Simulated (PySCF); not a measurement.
SCF from a fresh guess for singlet NiS2, at the PBE0 minimum. PySCF input:

```python
from pyscf import gto, scf, dft
mol = gto.M(atom='''
Ni    -0.000000     0.000000    -0.975420
S      1.016240    -0.000000     0.883720
S     -1.016240     0.000000     0.883720''',
    basis={'Ni': 'def2-TZVP', 'S': 'def2-TZVP'},
    charge=0, spin=0)
mf = dft.RKS(mol, xc='PBE0')
mf.grids.atom_grid = (50, 194)
aux = {'Ni': 'def2-universal-JKFIT', 'S': 'def2-universal-JKFIT'}
mf = mf.density_fit(auxbasis=aux)
mf.conv_tol = 1e-08
mf.diis_space = 10
mf.max_cycle = 60
mf.init_guess = 'minao'
mf.verbose = 4
mf.kernel()
```

Excerpt of the output (cycles and frontier levels):

```
init E= -2303.74396464424
cycle= 1 E= -2279.12648623014  delta_E= 24.6  |g|= 9.91  |ddm|= 8.93
  HOMO = -1.73059278553046  LUMO = -1.71291218594652  gap/eV = 0.48111
cycle= 2 E= -2220.66060925025  delta_E= 58.5  |g|= 19.5  |ddm|= 18.1
  HOMO = -0.572489959903432  LUMO = -0.452878531160245  gap/eV = 3.25479
cycle= 3 E= -2279.05078717112  delta_E= -58.4  |g|= 13.4  |ddm|= 12.4
  HOMO = -0.471874686137657  LUMO = -0.420969196631468  gap/eV = 1.38521
cycle= 4 E= -2288.63591380131  delta_E= -9.59  |g|= 10.7  |ddm|= 3.62
  HOMO = -0.454126999697691  LUMO = -0.441030920918341  gap/eV = 0.35636
cycle= 5 E= -2293.99247649903  delta_E= -5.36  |g|= 8.79  |ddm|= 2.15
  HOMO = -0.330102844555897  LUMO = -0.315894186770357  gap/eV = 0.38664
cycle= 6 E= -2298.01343085537  delta_E= -4.02  |g|= 6.61  |ddm|= 2.35
  HOMO = -0.398441652786797  LUMO = -0.333807892824446  gap/eV = 1.75877
cycle= 7 E= -2302.38007024935  delta_E= -4.37  |g|= 3.98  |ddm|= 3.32
... 17 lines left out ...
cycle= 16 E= -2304.18248388498  delta_E= -6.42e-05  |g|= 0.00626  |ddm|= 0.00952
  HOMO = -0.195341437995264  LUMO = -0.145681939290029  gap/eV = 1.35130
cycle= 17 E= -2304.18248846201  delta_E= -4.58e-06  |g|= 0.000983  |ddm|= 0.00315
  HOMO = -0.195324493753027  LUMO = -0.145675989945943  gap/eV = 1.35100
cycle= 18 E= -2304.18248857838  delta_E= -1.16e-07  |g|= 0.000243  |ddm|= 0.000536
  HOMO = -0.195330408807479  LUMO = -0.145676540143082  gap/eV = 1.35115
cycle= 19 E= -2304.18248858653  delta_E= -8.15e-09  |g|= 1.39e-05  |ddm|= 0.000185
  HOMO = -0.195332637646104  LUMO = -0.145678862816833  gap/eV = 1.35115
Extra cycle  E= -2304.18248858608  delta_E= 4.43e-10  |g|= 7.11e-05  |ddm|= 3.62e-05
converged SCF energy = -2304.18248858608
```

This is not the lowest solution: a stability analysis within the same restricted form found one 85.7 kJ/mol lower, at -2304.21512 Eh.

Stability towards spin polarisation was not tested.

The search for the lowest solution, with the stability check, took 6.2 s on 4 threads of a shared Arm Neoverse V1 host, with 119 basis functions; the process peaked at 0.36 GiB. Launch command: `OMP_NUM_THREADS=4 python axn.py task.json out`.
